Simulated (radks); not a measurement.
The numbers below are computed, except where a source is named.
Valence configurations of C2+ (all share [He]). Code: a radial shooting solver on a logarithmic mesh with Libxc functionals. Model: scalar-relativistic Kohn-Sham, PBEsol, spin-polarised, spherical densities, finite nucleus; open shells are filled with parallel spins first; Fermi nuclear charge, rms radius 2.4702 fm. Order these by energy: 2s1 2p1; 2p2; 2s2; 2s0.5 2p1.5; 2s1.5 2p0.5.

Answer. From the lowest, in eV above it: 2s2 0.000; 2s1.5 2p0.5 3.655; 2s1 2p1 5.832; 2s0.5 2p1.5 10.159; 2p2 14.467. NIST lists [He] 2s2 as the ground configuration; this level of theory agrees among the configurations tried. The energies are those of spherical high-spin densities, not of single terms.
